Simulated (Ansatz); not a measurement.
F$_{2}$H$_{3}$NSn (`[NH2][SnH]([F])[F]`), 7 atoms. Charge 0, multiplicity 1. Correlated methods include outer-core shells of Sn, which these sets cover unevenly. Sn: def2 effective core potential. All runs use 2 threads of a server CPU on a shared host. Correlated methods freeze the cores.

(1) How many basis functions does each run have, and how long does it take in Ansatz? RHF-CCSD(T)/def2-TZVPP energy; RKS ωB97M-V/def2-QZVPP energy; RKS PBE0-D4/def2-QZVPP energy; RKS PBE0-D4/def2-TZVP frequencies; RKS PBE0-D4/def2-TZVPP energy; RHF-MP2/def2-QZVPP energy; RKS PBE0-D4/def2-SVP energy; RHF-CCSD(T)/def2-SVP energy; RKS B2PLYP (frozen core)/def2-TZVPP energy; RKS PBE0-D4/def2-TZVP relaxation (7 steps); direct RPA on PBE orbitals/def2-TZVPP energy; RKS B97M-V/def2-TZVPP energy. (Estimate.)

## Answers

(1) The calculation gave: Other jobs shared the machine, so times are rough.

| level | job | functions | wall time | peak host memory (GiB) |
| --- | --- | --- | --- | --- |
| RKS PBE0-D4/def2-SVP | energy | 83 | 1.4 s | 0.15 |
| RKS PBE0-D4/def2-TZVPP | energy | 185 | 3.1 s | 0.35 |
| RHF-CCSD(T)/def2-SVP | energy | 83 | 6 s | 0.31 |
| RKS B2PLYP (frozen core)/def2-TZVPP | energy | 185 | 6 s | 0.4 |
| direct RPA on PBE orbitals/def2-TZVPP | energy | 185 | 6.5 s | 0.38 |
| RKS PBE0-D4/def2-QZVPP | energy | 343 | 8 s | 0.83 |
| RKS B97M-V/def2-TZVPP | energy | 185 | 10 s | 0.26 |
| RHF-MP2/def2-QZVPP | energy | 343 | 17 s | 1.2 |
| RKS ωB97M-V/def2-QZVPP | energy | 343 | 20 s | 1 |
| RKS PBE0-D4/def2-TZVP | relaxation (7 steps) | 161 | 29 s | 0.33 |
| RKS PBE0-D4/def2-TZVP | frequencies | 161 | 110 s | 0.33 |
| RHF-CCSD(T)/def2-TZVPP | energy | 185 | 2.3 min | 2.3 |
